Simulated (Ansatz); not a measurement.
Consider the atomization: `B/C=C/CO` → B• + 3 C• + 7 H• + O•.

Calculated with Ansatz (gas phase, PBE0-D4/def2-TZVP geometries, no zero-point term in ΔE). CCSD(T)/CBS is the MP2 limit (def2-TZVPP, def2-QZVPP) plus CCSD(T) − MP2 in def2-TZVPP, frozen cores. This one scheme is used for every species, atoms too. DFT in def2-TZVPP. No spin–orbit coupling; open shells (•) take unrestricted orbitals. Spin–orbit coupling would lower the free atoms: a little for B, C, O. Each species was taken in one conformer, which may not be the lowest.

```tsv
level	ΔE (kJ/mol)
r2SCAN-D4	4765.1
r2SCAN0	4692.6
```

(1) What does CCSD(T)/CBS give? (Best estimate.)

(2) What do rigid-rotor, harmonic-oscillator terms from PBE0-D4/def2-TZVP frequencies (298.15 K, 1 bar) make of the CCSD(T)/CBS value? (An estimate is asked.)

Largest T1 diagnostic among the species: 0.014.

Results:

(1) Ansatz gave: +4734.3 kJ/mol. The listed levels differ from it by 30.8, -41.7 kJ/mol.

(2) The calculation gave: ΔZPE = -253.3 kJ/mol, ΔH = +4535.8 kJ/mol, ΔS = 1266 J/(mol·K), ΔG = +4158.2 kJ/mol. Open shells count their whole term as degenerate.

Leaving LDA and LC-ωPBE aside and taking each functional with its dispersion term where it has one, the values, not all of them listed here, spread over 235.2 kJ/mol, from BHLYP-D4 to PBE-D4. LDA lies +589.9 kJ/mol from PBE without D4, its usual overbinding. From r2SCAN to r2SCAN0 (25 % exact exchange), in def2-TZVPP and without D4, ΔE moves by −67.7 kJ/mol: exact exchange takes away binding that semilocal exchange gives to molecules.

For atomizations the MP2-based limit and the directly extrapolated one differ by several kJ/mol either way, and by 10 to 25 for some Ge, Se and Sn compounds, so smaller differences from it don't rank the levels.
